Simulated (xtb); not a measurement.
BO, doublet, at a GFN2-xTB geometry. Base run: GFN0-xTB (xtb).

xtb was given this input:
```
$ xtb mol.xyz --gfn 0 --uhf 1 --json

# file mol.xyz
2

B     -0.00000000    -0.00000000    -0.72919485
O      0.00000000     0.00000000     0.45574678
```

Variants of this job, named by their change:

```
change        ΔE vs base (kcal/mol)
------------  ---------------------
base                          0.000
acc = 0.1                     0.000
etemp = 3000                 -0.066
acc = 30                      0.000
etemp = 10                    0.000
```
